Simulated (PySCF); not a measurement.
Stepwise substitution at one centre (Ga H-Cl). Gas-phase values, no solvent. Strings in code marks are SMILES.

Computed with PySCF with PBE-D3(BJ)/def2-TZVP // B3LYP-D3(BJ)/def2-TZVP. All candidates: neutral, multiplicity 1. 

- HOMO–LUMO gap: 4.98 eV
- LUMO: -3.03 eV
- HOMO: -8.01 eV

Q: Which member has these values?
(A) `[GaH3]`
(B) `[Cl][GaH][Cl]`
(C) `[Cl][GaH2]`
(D) `[Cl][Ga]([Cl])[Cl]`

A: D, `[Cl][Ga]([Cl])[Cl]`. The others give `[Cl][GaH][Cl]`: 5.19 eV, -2.54 eV, -7.73 eV; `[GaH3]`: 4.69 eV, -2.65 eV, -7.34 eV; `[Cl][GaH2]`: 4.48 eV, -2.64 eV, -7.12 eV
